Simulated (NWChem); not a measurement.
System: MgH2S; SMILES [MgH][SH]

```xyz
4

Mg     0.2335    -1.1423     0.0000
H      0.3869    -2.8293     0.0000
S      0.0624     1.1706     0.0000
H     -1.2907     1.1478     0.0000
```
Atoms are numbered in this order, from 1.

Program: NWChem. The geometry was optimised at PBE0/def2-SVP. Vzz is the largest principal value of the second derivative of the potential at the nucleus (NWChem prints the opposite sign); η is the asymmetry. Non-relativistic.

For level CAM-B3LYP/cc-pVTZ:

- Vzz S3 (a.u.) = 1.830

Estimate the same quantities for level PBE0/def2-SVP.


- Vzz S3 (a.u.): 1.759
